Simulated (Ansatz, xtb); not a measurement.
**Two isomers of C2H7FSSi**

Structure a is `C[Si@@H](F)CS`, a singlet and structure b is `C[Si@@H](S)CF`, a singlet. Both are isolated molecules in the gas phase, relaxed with PBE-D3(BJ)/def2-SVP; the shapes shown needn't be the lowest conformers.

a (Å):

```xyz
12

C    -2.0402   -0.0814    0.1228
C     0.8324   -1.0848   -0.4917
F    -0.3917   -1.3460    2.1001
S     1.0589    0.1180   -1.8682
Si   -0.3164   -0.3289    0.8026
H    -2.4973   -1.0563   -0.1433
H    -2.6976    0.4204    0.8602
H    -1.9933    0.5420   -0.7926
H     0.2977    0.9552    1.2900
H     1.8095   -1.4177   -0.0855
H     0.3526   -1.9708   -0.9570
H     1.5735    1.1262   -1.1073
```

b (Å):

| atom | x (Å) | y (Å) | z (Å) |
| --- | --- | --- | --- |
| C | -1.8602 | -1.8885 | 0.0682 |
| C | 1.1428 | -1.2785 | 0.4221 |
| F | 1.3443 | -2.6296 | 0.1140 |
| S | -0.7704 | 1.3261 | 0.2043 |
| Si | -0.4709 | -0.7274 | -0.4402 |
| H | -2.7907 | -1.6951 | -0.5017 |
| H | -1.5393 | -2.9328 | -0.1266 |
| H | -2.0825 | -1.7834 | 1.1489 |
| H | -0.2723 | -0.7876 | -1.9309 |
| H | -1.8278 | 1.5355 | -0.6292 |
| H | 1.0702 | -1.1632 | 1.5281 |
| H | 2.0220 | -0.6868 | 0.0816 |

Quicker runs give these differences E(b) − E(a): GFN2-xTB +23.0 kcal/mol; HF/STO-3G +3.6 kcal/mol (at GFN2-xTB geometries); r2SCAN-D4/def2-SVP +28.7 kcal/mol (at GFN2-xTB geometries).

Question: Estimate E(b) − E(a) at the level CCSD(T)/def2-SVP + ΔMP2/def2-TZVPP.

Answer: Calculated at CCSD(T)/def2-SVP + ΔMP2/def2-TZVPP: E(b) − E(a) = +33.3 kcal/mol, so structure a lies lower.

How the difference moves with the method:

```json
{"level": "GFN2-xTB", "geometry": "GFN2-xTB", "E(b) − E(a) (kcal/mol)": "+23.0", "departure from the last row (kcal/mol)": "−10.3", "job, with rough time for the two": "optimisation, 0.45 s"}
{"level": "HF/STO-3G", "geometry": "GFN2-xTB", "E(b) − E(a) (kcal/mol)": "+3.6", "departure from the last row (kcal/mol)": "−29.7", "job, with rough time for the two": "single point, 0.52 s"}
{"level": "r2SCAN-D4/def2-SVP", "geometry": "GFN2-xTB", "E(b) − E(a) (kcal/mol)": "+28.7", "departure from the last row (kcal/mol)": "−4.6", "job, with rough time for the two": "single point, 3.4 s"}
{"level": "PBE-D3(BJ)/def2-SVP", "geometry": "PBE-D3(BJ)/def2-SVP", "E(b) − E(a) (kcal/mol)": "+27.0", "departure from the last row (kcal/mol)": "−6.3", "job, with rough time for the two": "optimisation, 29 s"}
{"level": "HF/def2-SVP", "geometry": "PBE-D3(BJ)/def2-SVP", "E(b) − E(a) (kcal/mol)": "+28.6", "departure from the last row (kcal/mol)": "−4.7", "job, with rough time for the two": "part of the CCSD(T) run"}
{"level": "MP2/def2-SVP", "geometry": "PBE-D3(BJ)/def2-SVP", "E(b) − E(a) (kcal/mol)": "+32.6", "departure from the last row (kcal/mol)": "−0.7", "job, with rough time for the two": "part of the CCSD(T) run"}
{"level": "CCSD(T)/def2-SVP", "geometry": "PBE-D3(BJ)/def2-SVP", "E(b) − E(a) (kcal/mol)": "+30.5", "departure from the last row (kcal/mol)": "−2.8", "job, with rough time for the two": "single point"}
{"level": "CCSD(T)/def2-SVP + ΔMP2/def2-TZVPP", "geometry": "PBE-D3(BJ)/def2-SVP", "E(b) − E(a) (kcal/mol)": "+33.3", "departure from the last row (kcal/mol)": "", "job, with rough time for the two": "single point, 48 s"}
```

As drawn, b has 1 S–Si, 1 C–F in place of 1 F–Si, 1 C–S.

The levels shown agree on the order. The largest departure from CCSD(T)/def2-SVP + ΔMP2/def2-TZVPP is that of HF/STO-3G, 29.7 kcal/mol. The last row adds to CCSD(T) the change of the MP2 difference between the two basis sets, here +2.8 kcal/mol.

With thermal terms from frequencies at re-optimised GFN2-xTB minima (ideal gas, soft modes damped towards free rotors, one conformer each, 298.15 K, 1 atm): the zero-point term adds −0.1 kcal/mol; ΔH is +33.3 and ΔG +33.0 kcal/mol.

The correlated steps freeze 13 core orbitals. Programs: Ansatz 0.2.0, xtb 6.7.1; the last row on 2 threads of Intel(R) Xeon(R) Platinum 8375C CPU @ 2.90GHz (Ice Lake) on a shared host.
